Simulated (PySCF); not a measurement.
PySCF input for C₃H₉O₃Si, SMILES CO[Si]([O])(C)OC, multiplicity 2, B3LYP-D3(BJ)/def2-SVP. Geometry: B3LYP-D3(BJ)/def2-SVP. The isomer is the one that the SMILES or the coordinates give; other isomers of the formula were not compared. One conformer was computed; it need not be the lowest.

```python
import numpy as np
from pyscf import gto, scf, dft, df
from pyscf.hessian import thermo

mol = gto.M(
    atom='''
    C    -0.13598403   -0.49706069    2.64107852
    O    -0.41061643   -0.81797876    1.29535705
    Si    0.06523823    0.08376834    0.00000000
    C    -0.62741653    1.82253006   -0.00000001
    O     1.72658748    0.36769815   -0.00000000
    O    -0.41061643   -0.81797876   -1.29535704
    C    -0.13598403   -0.49706070   -2.64107851
    H    -0.34486366   -1.38136796    3.26252320
    H     0.92012787   -0.20985975    2.78999064
    H    -0.77414356    0.33173616    3.00007060
    H    -0.31695159    2.38742513   -0.89183421
    H    -0.31695159    2.38742513    0.89183421
    H    -1.72820279    1.74699890   -0.00000000
    H    -0.34486366   -1.38136796   -3.26252320
    H    -0.77414355    0.33173616   -3.00007061
    H     0.92012788   -0.20985975   -2.78999063
    ''',
    basis='def2-SVP',
    charge=0,
    spin=1,
    max_memory=1600,
    verbose=3,
)
mf = dft.UKS(mol, xc='b3lyp').density_fit(auxbasis='def2-universal-jkfit')
mf.disp = 'd3bj'
mf.grids.level = 3
mf.conv_tol = 1e-11
mf.max_cycle = 100
mf.kernel()
fine, coarse = mf.grids, dft.Grids(mol).set(level=1).build(with_non0tab=True)
for _ in range(3):  # follow internal instabilities
    mf.grids = coarse
    mo, _, stable, _ = mf.stability(return_status=True, nroots=4)
    mf.grids = fine
    if stable:
        break
    mf.kernel(mf.make_rdm1(mo, mf.mo_occ))

# [left out here: the lines that compute and print the analytic Hessian (its translational invariance restored by hand, since the grid's response is missing), thermochemistry and intensities]
```

Program output:

```

WARN: HOMO -0.36264054449693 >= LUMO -0.36264054449693

converged SCF energy = -634.62525536957  <S^2> = 0.75278141  2S+1 = 2.0027795
<class 'pyscf.df.df_jk.DFUKS'> wavefunction is stable in the internal stability analysis

WARN: DFTD3 does not support analytical Hessian, using finite difference


WARN: Mole.unit (angstrom) is changed to Bohr

Mode                                 0                   1                   2
Irrep
Freq [cm^-1]                       62.3976             65.5986             79.2809
Reduced mass [au]                   3.1999              2.8650              1.0312
Force const [Dyne/A]                0.0073              0.0073              0.0038
Char temp [K]                      89.7762             94.3818            114.0675
Normal mode                   x     y     z       x     y     z       x     y     z
       0   C                 0.07 -0.05  0.00   -0.11  0.08  0.00   -0.01  0.02 -0.00
       1   O                -0.07  0.04  0.01    0.05 -0.04 -0.00    0.02 -0.01 -0.00
       2  Si                 0.00 -0.00  0.00    0.04 -0.03 -0.00    0.00 -0.00 -0.00
       3   C                 0.00 -0.00 -0.12    0.01 -0.04  0.00   -0.00 -0.00  0.01
       4   O                 0.00  0.00  0.10    0.04  0.01 -0.00    0.00  0.00  0.01
       5   O                 0.07 -0.04  0.01    0.05 -0.04  0.00   -0.02  0.01 -0.00
       6   C                -0.07  0.05  0.00   -0.11  0.08 -0.00    0.01 -0.02 -0.00
       7   H                 0.15 -0.10 -0.04   -0.11  0.10  0.04    0.36 -0.09 -0.03
       8   H                 0.09 -0.05 -0.09   -0.15  0.16  0.10   -0.11  0.40 -0.05
       9   H                 0.10 -0.08  0.12   -0.21  0.05 -0.12   -0.30 -0.24  0.08
      10   H                 0.09 -0.03 -0.11    0.01 -0.03  0.00    0.07  0.04  0.06
      11   H                -0.09  0.03 -0.11    0.01 -0.03 -0.00   -0.07 -0.04  0.06
      12   H                 0.00 -0.00 -0.23    0.02 -0.06  0.00   -0.00 -0.00 -0.08
[...]
       3   C                -0.00  0.00 -0.00    0.00  0.00 -0.00   -0.00 -0.00  0.00
       4   O                 0.00  0.00  0.00    0.00  0.00 -0.00   -0.00 -0.00 -0.00
       5   O                 0.01 -0.00 -0.02   -0.01  0.00  0.01    0.00  0.01  0.01
       6   C                 0.03  0.00 -0.04   -0.04 -0.00  0.03    0.01  0.03  0.03
       7   H                 0.40  0.02  0.15    0.44 -0.06  0.05   -0.01 -0.24 -0.31
       8   H                -0.06 -0.11  0.46   -0.05 -0.10  0.42   -0.10  0.34  0.01
       9   H                 0.18  0.13  0.02    0.19  0.19 -0.09    0.30  0.29 -0.15
      10   H                -0.00  0.01  0.00   -0.00 -0.00 -0.01   -0.01  0.00  0.00
      11   H                 0.00 -0.01  0.00   -0.00 -0.00  0.01    0.01 -0.00  0.00
      12   H                 0.00 -0.00 -0.00    0.00 -0.01  0.00   -0.00  0.00 -0.01
      13   H                -0.40 -0.02  0.15    0.44 -0.06 -0.05    0.01  0.24 -0.31
      14   H                -0.18 -0.13  0.02    0.19  0.19  0.09   -0.30 -0.29 -0.15
      15   H                 0.06  0.11  0.46   -0.05 -0.10 -0.42    0.10 -0.34  0.01
Mode                                30                  31                  32
Irrep
Freq [cm^-1]                     1477.6502           1479.3916           1481.5529
Reduced mass [au]                   1.0450              1.0837              1.1131
Force const [Dyne/A]                1.3443              1.3974              1.4396
Char temp [K]                    2126.0096           2128.5152           2131.6248
Normal mode                   x     y     z       x     y     z       x     y     z
       0   C                 0.00  0.03 -0.02   -0.01  0.03  0.04    0.01 -0.02 -0.06
       1   O                 0.00  0.01 -0.01   -0.00  0.00  0.02    0.00 -0.00 -0.02
       2  Si                -0.00 -0.00  0.00   -0.00  0.00 -0.01   -0.00 -0.01 -0.00
       3   C                -0.00 -0.00  0.00    0.00 -0.00 -0.00   -0.00 -0.00 -0.00
       4   O                 0.00  0.00 -0.00   -0.00  0.00  0.00    0.00  0.00 -0.00
       5   O                 0.00  0.01  0.01    0.00 -0.00  0.02    0.00 -0.00  0.02
       6   C                 0.00  0.03  0.02    0.01 -0.03  0.04    0.01 -0.02  0.06
       7   H                 0.14  0.18  0.27    0.26 -0.18 -0.16   -0.14  0.23  0.26
       8   H                 0.12 -0.43  0.02    0.10 -0.32 -0.10   -0.09  0.19  0.20
       9   H                -0.31 -0.24  0.03   -0.20  0.05 -0.41    0.15 -0.09  0.43
      10   H                 0.02  0.03  0.03    0.03 -0.01  0.00    0.03  0.04  0.04
      11   H                 0.02  0.03 -0.03   -0.03  0.01  0.00    0.03  0.04 -0.04
      12   H                -0.00 -0.02 -0.00   -0.00 -0.00  0.04   -0.00 -0.03  0.00
      13   H                 0.14  0.18 -0.27   -0.26  0.18 -0.16   -0.14  0.23 -0.26
      14   H                -0.31 -0.24 -0.03    0.20 -0.05 -0.41    0.15 -0.09 -0.43
      15   H                 0.12 -0.43 -0.02   -0.10  0.32 -0.10   -0.09  0.19 -0.20
Mode                                33                  34                  35
Irrep
Freq [cm^-1]                     2992.8930           2995.1670           3031.8956
Reduced mass [au]                   1.0347              1.0353              1.0361
Force const [Dyne/A]                5.4607              5.4721              5.6114
Char temp [K]                    4306.1067           4309.3784           4362.2228
Normal mode                   x     y     z       x     y     z       x     y     z
       0   C                 0.00  0.02  0.03   -0.00 -0.02 -0.03   -0.00  0.00 -0.00
       1   O                 0.00 -0.00  0.00   -0.00  0.00 -0.00   -0.00 -0.00  0.00
       2  Si                 0.00  0.00 -0.00   -0.00 -0.00 -0.00   -0.00  0.00  0.00
       3   C                 0.00 -0.00 -0.00    0.00  0.00  0.00    0.03 -0.04  0.00
       4   O                -0.00 -0.00 -0.00    0.00  0.00 -0.00   -0.00  0.00 -0.00
       5   O                -0.00  0.00  0.00   -0.00  0.00  0.00   -0.00 -0.00 -0.00
       6   C                -0.00 -0.02  0.03   -0.00 -0.02  0.03   -0.00  0.00  0.00
       7   H                 0.05  0.21 -0.14   -0.05 -0.21  0.14   -0.00 -0.01  0.00
       8   H                -0.39 -0.10 -0.05    0.38  0.10  0.05    0.02  0.00  0.00
       9   H                 0.30 -0.38 -0.15   -0.30  0.38  0.15    0.00 -0.00  0.00
      10   H                -0.00 -0.00  0.00   -0.00 -0.00  0.01    0.15  0.24 -0.41
      11   H                 0.00  0.00  0.00   -0.00 -0.00 -0.01    0.15  0.24  0.41
      12   H                -0.00 -0.00  0.00    0.01  0.00  0.00   -0.68 -0.06  0.00
      13   H                -0.05 -0.21 -0.14   -0.05 -0.21 -0.14   -0.00 -0.01 -0.00
      14   H                -0.30  0.38 -0.15   -0.30  0.38 -0.15    0.00 -0.00 -0.00
      15   H                 0.39  0.10 -0.05    0.39  0.10 -0.05    0.02  0.00 -0.00
Mode                                36                  37                  38
Irrep
Freq [cm^-1]                     3065.0609           3065.5327           3108.4988
Reduced mass [au]                   1.1052              1.1051              1.1036
Force const [Dyne/A]                6.1177              6.1189              6.2828
Char temp [K]                    4409.9402           4410.6190           4472.4377
Normal mode                   x     y     z       x     y     z       x     y     z
       0   C                -0.06  0.02  0.00    0.06 -0.02 -0.00   -0.02 -0.05  0.02
       1   O                 0.00 -0.00 -0.00   -0.00  0.00  0.00    0.00  0.00  0.00
       2  Si                -0.00 -0.00 -0.00    0.00  0.00  0.00    0.00 -0.00 -0.00
       3   C                -0.00 -0.00 -0.00    0.00 -0.00 -0.00    0.00  0.00  0.00
       4   O                 0.00  0.00  0.00   -0.00 -0.00 -0.00   -0.00  0.00  0.00
       5   O                -0.00  0.00 -0.00   -0.00  0.00 -0.00   -0.00 -0.00  0.00
       6   C                 0.06 -0.02  0.00    0.06 -0.02  0.00    0.02  0.05  0.02
       7   H                -0.03 -0.07  0.06    0.03  0.08 -0.06    0.12  0.50 -0.34
       8   H                 0.48  0.14  0.06   -0.48 -0.14 -0.06    0.22  0.05  0.03
       9   H                 0.25 -0.33 -0.13   -0.25  0.33  0.13   -0.08  0.08  0.04
      10   H                -0.00 -0.00  0.01    0.00  0.00 -0.01    0.00  0.00 -0.01
      11   H                 0.00  0.00  0.01    0.00  0.00  0.01   -0.00 -0.00 -0.01
      12   H                 0.00  0.00  0.00   -0.02 -0.00  0.00   -0.00 -0.00  0.00
      13   H                 0.03  0.07  0.06    0.03  0.08  0.06   -0.12 -0.50 -0.34
      14   H                -0.25  0.33 -0.13   -0.25  0.33 -0.13    0.08 -0.08  0.04
      15   H                -0.48 -0.14  0.06   -0.48 -0.14  0.06   -0.22 -0.05  0.03
Mode                                39                  40                  41
Irrep
Freq [cm^-1]                     3108.7738           3123.9802           3140.7497
Reduced mass [au]                   1.1036              1.1004              1.1029
Force const [Dyne/A]                6.2838              6.3272              6.4099
Char temp [K]                    4472.8334           4494.7119           4518.8395
Normal mode                   x     y     z       x     y     z       x     y     z
       0   C                 0.02  0.05 -0.02   -0.00  0.00  0.00   -0.00  0.00 -0.00
       1   O                -0.00 -0.00 -0.00    0.00 -0.00 -0.00   -0.00  0.00 -0.00
       2  Si                -0.00  0.00 -0.00    0.00  0.00 -0.00    0.00  0.00  0.00
       3   C                -0.00 -0.00  0.00    0.08  0.04 -0.00    0.00  0.00  0.09
       4   O                 0.00 -0.00  0.00    0.00 -0.00  0.00   -0.00 -0.00 -0.00
       5   O                -0.00 -0.00  0.00   -0.00 -0.00  0.00    0.00 -0.00 -0.00
       6   C                 0.02  0.05  0.02   -0.00  0.00 -0.00    0.00 -0.00 -0.00
       7   H                -0.12 -0.50  0.34   -0.00 -0.01  0.00   -0.00 -0.01  0.00
       8   H                -0.22 -0.05 -0.03   -0.00 -0.00 -0.00    0.00  0.00 -0.00
       9   H                 0.08 -0.08 -0.04    0.01 -0.01 -0.00    0.00 -0.01 -0.00
      10   H                 0.00  0.00 -0.01   -0.12 -0.24  0.39    0.19  0.35 -0.54
      11   H                 0.00  0.00  0.01   -0.12 -0.24 -0.39   -0.19 -0.35 -0.54
      12   H                 0.01  0.00  0.00   -0.67 -0.04 -0.00   -0.00 -0.00  0.02
      13   H                -0.12 -0.50 -0.34   -0.00 -0.01 -0.00    0.00  0.01  0.00
      14   H                 0.08 -0.08  0.04    0.01 -0.01  0.00   -0.00  0.01 -0.00
      15   H                -0.22 -0.05  0.03   -0.00 -0.00  0.00   -0.00 -0.00 -0.00
temperature 298.1500 [K]
pressure 101325.00 [Pa]
Rotational constants [GHz] 3.30563 1.47772 1.37635
Symmetry number 1
Zero-point energy (ZPE) 0.12395 [Eh]   325443.154 [J/mol]
                           tot       elec      trans        rot        vib
Entropy [J/mol/K]       439.138      5.763    168.577    118.240    146.558
Cv [J/mol/K]            144.436      0.000     12.472     12.472    119.492
Cp [J/mol/K]            152.750      0.000     20.786     12.472    119.492
Internal energy [J/mol]                      3718.434   3718.434 346855.349
Internal energy [Eh]   -634.49031  -634.62526
Enthalpy [J/mol]                             6197.391   3718.434 346855.349
Enthalpy [Eh]          -634.48937
Gibbs free energy [J/mol]                  -44063.751 -31534.915 303158.989
Gibbs free energy [Eh] -634.53924
mode   freq/cm-1   IR/(km/mol)
   1       62.40         1.148
   2       65.60         5.992
   3       79.28         0.000
   4       84.67         0.200
   5      112.12         0.013
   6      122.92         3.010
   7      159.83        10.111
   8      199.49         0.187
   9      214.20         1.970
  10      307.17        42.383
  11      328.02         9.962
  12      352.06         4.707
  13      631.25         5.182
  14      700.14         7.547
  15      752.08         1.881
  16      779.99        92.592
  17      869.36       113.507
  18      893.63       128.290
  19     1141.94       504.358
  20     1164.05         1.645
  21     1177.98         0.090
  22     1180.16         1.330
  23     1212.33       210.594
  24     1219.68         5.478
  25     1254.32        22.617
  26     1414.53         0.351
  27     1433.33         5.596
  28     1473.80         4.630
  29     1475.78         7.267
  30     1476.64         1.796
  31     1477.65         2.687
  32     1479.39        11.032
  33     1481.55         3.793
  34     2992.89       133.094
  35     2995.17         7.937
  36     3031.90         0.199
  37     3065.06         0.505
  38     3065.53        71.507
  39     3108.50        14.091
  40     3108.77        42.423
  41     3123.98         3.969
  42     3140.75         4.113
max |gradient| / (hartree/bohr): 4.214589270463997e-05
APT charges: [ 0.5987 -1.0075  1.752  -0.3547 -0.3837 -1.0075  0.5987 -0.0346 -0.037
 -0.0637  0.0292  0.0292  0.0165 -0.0346 -0.0637 -0.037 ]
```

The run converged.
